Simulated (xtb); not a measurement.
C$_{2}$H$_{4}$, charge +1, doublet, at a GFN2-xTB geometry (a state made from the parent by changing its charge; the spin is typed, not shown lowest). Base run: xtb with GFN0-xTB.

Geometry (Å):
```xyz
6

C     -0.6523    -0.0406     0.0030
C      0.6523     0.0406    -0.0030
H     -1.3301     0.7388     0.3728
H     -1.2316    -0.8982    -0.3612
H      1.3368    -0.8113     0.0946
H      1.2249     0.9707    -0.1062
```
Charge +1, spin multiplicity 2.
All else is at xtb's defaults.
Base energy -4.58478 Eh.

Variants of this job, named by their change:

```
change         ΔE vs base (mEh)
-------------  ----------------
base                      0.000
etemp = 3000             -0.461
etemp = 10                0.000
acc = 30                  0.000
acc = 0.1                 0.000
acc = 0.0001              0.000
etemp = 10000           -28.756
```
